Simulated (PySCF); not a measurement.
Delta-SCF ions had no search for a lower state. Excitations are Tamm–Dancoff values on a coarser integration grid. The basis has no diffuse functions, so Rydberg states are missing or too high.

# CH$_{3}$B$_{2}$N, SMILES `B(C#N)B` (charge 0, multiplicity 1)

All values below come from PBE-D3(BJ)/def2-TZVP // PBE0-D3(BJ)/def2-TZVP (PySCF 2.14.0).

```
Item                                                            Result
--------------------------------------  ------------------------------
HOMO                                                          -7.72 eV
dipole moment                                                   3.03 D
HOMO–LUMO gap                                                  3.75 eV
LUMO                                                          -3.97 eV
S1 excitation (TDA)                                            3.93 eV
S1 oscillator strength                                           0.003
T1 excitation (TDA)                                            3.40 eV
S1–T1 gap (TDA)                                                0.54 eV
vertical ionisation energy (Delta-SCF)                        11.00 eV
total energy                                              -144.1423 Ha
cost                                    around 50 core-seconds (rough)
```

```xyz
7

B     -1.1819    -0.2728     0.1639
B      0.2426     0.5424     0.2046
C      1.5659    -0.1501     0.5011
N      2.5531    -0.7028     0.7306
H     -1.6050    -0.7423    -0.8538
H     -1.8603    -0.3954     1.1435
H      0.2856     1.7211    -0.0014
```
